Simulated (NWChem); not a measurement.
# Correlation energy of H2Sb

SMILES: [SbH2]
```xyz
3

Sb     0.0000     0.0000    -0.0461
H     -1.2234     0.0000     1.1743
H      1.2234     0.0000     1.1743
```
Charge 0, spin multiplicity 2.

Everything below was run with NWChem. The geometry was optimised at UB3LYP/def2-SVP with def2 effective core potentials on Sb, a minimum by its harmonic frequencies.

Basis set: def2-TZVP. Each correlation energy counts from its own Hartree-Fock reference.

| method | correlation energy (mHa) |
|---|---|
| UMP2 | -329.6 |
| SCS-UMP2 | -302.6 |
| CCSD on UHF | -337.8 |
| CCSD[T] on UHF | -346.6 |
| CCSD(T) on UHF | -345.9 |
| CCSD on ROHF | -341.9 |
| CCSD[T] on ROHF | -350.9 |
| CCSD(T) on ROHF | -350.4 |

The values span 48.3 mHa, from CCSD[T] on ROHF (lowest) to SCS-UMP2 (highest). 

Effective core potentials replace the inner electrons of Sb; spin-orbit coupling is left out. The correlated methods keep 4 core orbitals frozen. The structure started from a generated list of species. The unpaired electrons of the parent sit in orbitals of symmetry b2 (C2v labels of the run); other states weren't searched. The stability of the SCF solutions was not checked. Open-shell Hartree-Fock references start from PBE0 orbitals. Coupled-cluster values serve here as a point of comparison, not as the truth.
